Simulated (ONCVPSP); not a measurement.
**Transferability test, ONCV potential for Si (Z = 14)**

- Element: Si (Z = 14)
- Generator: ONCVPSP 4.0.1
- Type: optimised norm-conserving Vanderbilt (ONCV)
- Functional: PBE
- Relativity: scalar-relativistic
- Frozen core: [Ne]
- Valence charge: 4
- Reference configuration: 3s2 3p2
- Partial waves: 3s: rc 1.50 bohr, ncon 3, nbas 6, qcut 5.1 1/bohr, 2 projectors, debl 2.6 Ha; 3p: rc 2.05 bohr, ncon 4, nbas 7, qcut 3.5 1/bohr, 2 projectors, debl 2.2 Ha; d scattering state at 0.04 Ha: rc 1.80 bohr, ncon 4, nbas 8, qcut 5.7 1/bohr, 2 projectors, debl 1.1 Ha
- Local potential: polynomial inside 1.10 bohr (lpopt 5, dvloc0 0 Ha)
- Core correction: Teter function, fcfact 2.25, rcfact 1.75

Energies are relative to the spin-unpolarised reference configuration 3s2 3p2; without spin polarisation the order of configurations can differ from experiment.

```json
{"valence configuration": "3s2 3p1", "charge": "+1", "ΔE all-electron (eV)": "7.740", "error AE − PS (meV)": "-2.3"}
{"valence configuration": "3s2 3p0", "charge": "+2", "ΔE all-electron (eV)": "23.733", "error AE − PS (meV)": "-32"}
{"valence configuration": "3s1 3p0", "charge": "+3", "ΔE all-electron (eV)": "57.704", "error AE − PS (meV)": "-172"}
{"valence configuration": "3s1 3p2", "charge": "+1", "ΔE all-electron (eV)": "15.171", "error AE − PS (meV)": "-9.7"}
```

Note: no bound ghost flagged; GHOST(+) flagged for s at 111.5 eV.
